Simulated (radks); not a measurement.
Problem. The technetium ion Tc2+ is in [Kr] 4d(3/2: 4, 5/2: 1). Calculated with a radial shooting solver on a logarithmic mesh with Libxc functionals: Dirac Kohn-Sham, BLYP, spin-unpolarised, spherical densities, finite nucleus; Fermi nuclear charge, rms radius of each element as measured or else 0.836 A^(1/3) + 0.57 fm. Sub-shells are occupied by j as written (lower j first in brackets). One electron is removed from 4d5/2, 4d3/2, 4p1/2, 4p3/2 in turn, with full relaxation. Which removal costs least, and what does each cost?

Solution. 4d5/2 28.389 eV; 4d3/2 28.735 eV; 4p3/2 67.916 eV; 4p1/2 71.002 eV. The 4d5/2 electron leaves first.
